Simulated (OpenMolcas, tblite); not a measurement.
**C2H3AlO (SMILES C#[C][AlH][OH]): the HOMO–LUMO gap, rung by rung**

C2H3AlO has 7 atoms, charge 0, and is taken as a singlet. As SMILES, `C#[C][AlH][OH]`. Geometry: a GFN2-xTB relaxation, a rough one for these elements and not checked as a minimum. This is one conformer, not always the lowest.

```xyz
7

C    -2.0139   -1.0989   -0.2214
C    -1.0120   -0.4506   -0.0175
Al    0.5557    0.6351    0.3715
O     2.0126    0.4657   -0.3611
H    -2.8823   -1.6703   -0.4042
H     0.4826    1.7419    1.4135
H     2.8573    0.3770   -0.7808
```

Each level gives the HOMO–LUMO gap (eV). The values are calculated.

| level | kind | program | value (eV) | CPU time |
| --- | --- | --- | --- | --- |
| GFN2-xTB | semi-empirical | tblite | 4.99 | under 2 s |
| HF/6-311+G** | Hartree–Fock | OpenMolcas | 12.00 | 15 s |
| SVWN5/6-311+G** | LDA | OpenMolcas | 4.95 | 32 s |
| BLYP/6-311+G** | GGA | OpenMolcas | 4.94 | 41 s |
| M06-L/6-311+G** | meta-GGA | OpenMolcas | 5.56 | 51 s |
| BHLYP/6-311+G** | global hybrid | OpenMolcas | 8.81 | 38 s |
| M06-2X/6-311+G** | hybrid meta-GGA | OpenMolcas | 8.78 | 50 s |
| B2PLYP/6-311+G** | double hybrid | OpenMolcas | 8.99 | 34 s |

The values span 4.94 to 12.00 eV. Orbital gaps aren't excitation energies, and those of double hybrids come from the SCF part alone; they tend to grow with the share of exact exchange. Times are those of the runs behind each value, whatever else they computed, on shared processors of several kinds: orders of magnitude only.
